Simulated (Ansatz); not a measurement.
A structure relaxed at PBE0-D4/def2-TZVP, charge 0, multiplicity 1:

```json
{"atom": "Ge1", "x (Å)": "-1.0480", "y (Å)": "-0.7356", "z (Å)": "0.4049"}
{"atom": "C2", "x (Å)": "0.3226", "y (Å)": "0.3755", "z (Å)": "-0.2880"}
{"atom": "C3", "x (Å)": "1.3113", "y (Å)": "1.0908", "z (Å)": "-0.6984"}
{"atom": "O4", "x (Å)": "1.9572", "y (Å)": "0.4580", "z (Å)": "0.2773"}
{"atom": "H5", "x (Å)": "-2.2936", "y (Å)": "-0.4377", "z (Å)": "-0.4384"}
{"atom": "H6", "x (Å)": "-0.6252", "y (Å)": "-2.2031", "z (Å)": "0.2645"}
{"atom": "H7", "x (Å)": "-1.2838", "y (Å)": "-0.3846", "z (Å)": "1.8791"}
{"atom": "H8", "x (Å)": "1.6595", "y (Å)": "1.8367", "z (Å)": "-1.4010"}
```

(1) Give its formula and SMILES.

(2) Point group (tolerance 0.08 Å, 0.16 Å for H)?

(3) Summarise the bond lengths by kind.

## Answers

(1) C2H4GeO, `[GeH3][C]1=CO1`.

(2) Cs.

(3) 1 × C–Ge 1.896 Å; 3 × Ge–H 1.533 to 1.534 Å; 1 × C–C 1.287 Å; 2 × C–O 1.330 to 1.732 Å; 1 × C–H 1.082 Å.

Results of the Gaussian-basis code of Ansatz.
